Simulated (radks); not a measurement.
The mean radii <r> (bohr) of the occupied orbitals of an atom or ion are listed with their occupations. All-electron calculation, non-relativistic Kohn-Sham, PBE, spin-polarised, spherical densities, point nucleus. Program: a radial shooting solver on a logarithmic mesh with Libxc functionals.

orbital  occ.      <r>
1s up       1  0.05112
1s down     1  0.05112
2s up       1   0.2296
2s down     1   0.2292
2p up       3   0.1996
2p down     3   0.1992
3s up       1   0.6394
3s down     1   0.6423
3p up       3   0.6410
3p down     3   0.6448
3d up       3   0.6225

Name the element and its charge. Open shells, if any, are filled with parallel spins first.

Answer. Z = 30, zinc, charge +9: Zn9+ in [Ar] 3d3. The 1s radius gives Z: for a bare nucleus <r> = 1.5/Z, 0.05 bohr for Z = 30, and screening makes it slightly larger (0.05112 here). The occupations add up to 21, and the charge is Z minus that.
